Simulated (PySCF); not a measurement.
## Computed structure and properties of [Ta3]+

System: [Ta3]+ (triplet); start: template (D∞h). Method: PySCF 2.14.0, UKS r2SCAN, Ta def2-SVP with ECP60; non-relativistic Hamiltonian with scalar-relativistic core potentials where named; density fitting; no spin-orbit coupling.

Input of the relaxation:

```python
mol = gto.M(atom='''
Ta     0.00000     0.00000     2.55000
Ta     0.00000     0.00000     0.00000
Ta     0.00000     0.00000    -2.55000''',
    basis={'Ta': 'def2-SVP'},
    ecp={'Ta': 'def2-SVP'},
    charge=1, spin=2)
mf = dft.UKS(mol, xc='R2SCAN')
mf.grids.atom_grid = (50, 194)
mf = mf.density_fit()  # fitting sets: Ta def2-universal-JKFIT
mf.conv_tol = 1e-08; mf.max_cycle = 55
mf.kernel(dm0)  # dm0: converged density of the start geometry
# quasi-Newton relaxation in Cartesian coordinates to a largest gradient under 0.00045 Eh/bohr, steps kept in the point group
```

Run from Python with OMP_NUM_THREADS=2; the lines above give its settings. Where DIIS fails, smearing, a level shift and second-order steps follow.
It took 35 s on 2 threads of Arm Neoverse V2, with other jobs on the host, from the converged density of the start.

Course of the relaxation:

| step | energy above end (eV) | largest force component within the symmetry (eV/Å) |
| --- | --- | --- |
| 0 | 0.1638 | 1.032 |
| 1 | 0.0971 | 0.820 |
| 2 | 0.0019 | 0.132 |
| 3 | 0.0001 | 0.037 |
| 4 | 0.0000 | 0.002 |

Relaxed geometry (D∞h):

```xyz
3

Ta    0.0000    0.0000    2.4037
Ta    0.0000    0.0000    0.0000
Ta    0.0000    0.0000   -2.4037
```

```json
{"contact": "Ta2–Ta1", "Å": "2.404"}
{"contact": "Ta3–Ta2", "Å": "2.404"}
{"contact": "Ta3–Ta1", "Å": "4.807"}
```

On the finer grid (75, 302):

| Item | Value |
| --- | --- |
| HOMO | -9.05 eV |
| LUMO | -8.29 eV |
| Dipole about the centre of mass | 0.50 D |
| Spin squared | 3.959 |
| Set of Mulliken populations of Ta1 outside the core potential | s 3.00, p 5.99, d 3.11, f 0.02 |
| D3(BJ) dispersion energy (not in the energies) | -0.033 eV |

```csv
atom,Mulliken (e),Löwdin (e),spin (e)
Ta1,0.88,0.56,2.78
Ta2,-0.73,-0.13,0.82
Ta3,0.85,0.57,-1.60
```

The state is spin-contaminated.

No frequency check is given for this geometry.

One start shape was tried, so this needn't be the lowest isomer.

Open shells may have lower solutions than the one found.
